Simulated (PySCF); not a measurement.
Constitutional and geometric isomers with formula CH6Si3. Gas-phase values, no solvent. One relaxed conformer stands for each flexible species; it need not be the lowest. Strings in code marks are SMILES. All members: neutral, multiplicity 1. Level: PBE-D3(BJ)/def2-TZVP // PBE0-D3(BJ)/def2-TZVP (PySCF). Delta-SCF ions had no search for a lower state.  The removal energy is E(N − 1 electrons) − E(N electrons) at the parent's geometry; ε(HOMO) is measured against the vacuum level.

| species | −ε(HOMO) (eV) | vertical ionisation energy (Delta-SCF) (eV) |
|---|---|---|
| `[SiH2]=C[SiH]=[SiH2]` (Si–C–Si–Si torsion 48°) | 4.77 | withheld |
| `C1[SiH]=[SiH][SiH2]1` | 5.03 | 7.61 |
| `C[Si]1=[SiH][SiH2]1` | 5.03 | 7.60 |
| `C[SiH]1[SiH]=[SiH]1` | 5.21 | 7.77 |
| `[SiH2]=C=[SiH][SiH3]` | 5.63 | 8.19 |
| `C=[Si]1[SiH2][SiH2]1` | 5.82 | 8.45 |
| `C1=[SiH][SiH2][SiH2]1` | 5.97 | 8.64 |

Problem. Fit vertical ionisation energy (Delta-SCF) = a + b·x to the 6 complete rows by least squares, with x = −ε(HOMO) in eV. Give a, b and the rms residual, and predict the withheld value.

Solution. Means of the 6 rows: x̄ = 5.4483, ȳ = 8.0433 eV. Σ(x − x̄)² = 0.85008 and Σ(x − x̄)(y − ȳ) = 0.92093, so b = 1.083 and a = ȳ − b·x̄ = 2.143 eV. The rms residual is 0.027 eV. At x = 4.77 the line gives 7.31 eV, outside the range of the fitted rows. The run for `[SiH2]=C[SiH]=[SiH2]` (Si–C–Si–Si torsion 48°) gave 7.18 eV, so the line is off by 0.13 eV, more than twice the rms residual.

Codes: PySCF.
